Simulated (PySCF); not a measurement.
H₂Sn, neutral, multiplicity 1. Atoms are numbered in the order given.

```xyz
3

Sn     0.0000     0.0000    -0.0482
H      0.0000     1.2652     1.2049
H      0.0000    -1.2652     1.2049
```
Charge 0, spin multiplicity 1.

Geometry: B3LYP-D3(BJ)/def2-TZVPD. The def2 effective core potentials stand for the cores of Sn; spin–orbit coupling is left out.

All values below come from PySCF with PBE/def2-TZVPD.

Symmetry labels are those of the subgroup C2v that the program uses (full group C2v).

Computed valence orbital energies around the gap with their symmetry:
```tsv
orbital	symmetry	energy (eV)
HOMO−7	A1	-25.66
HOMO−6	A2	-25.55
HOMO−5	B1	-25.47
HOMO−4	B2	-25.24
HOMO−3	A1	-25.15
HOMO−2	A1	-11.81
HOMO−1	B2	-7.03
HOMO	A1	-5.69
LUMO	B1	-3.78
LUMO+1	B2	-0.43
LUMO+2	A1	-0.34
LUMO+3	A1	0.82
```
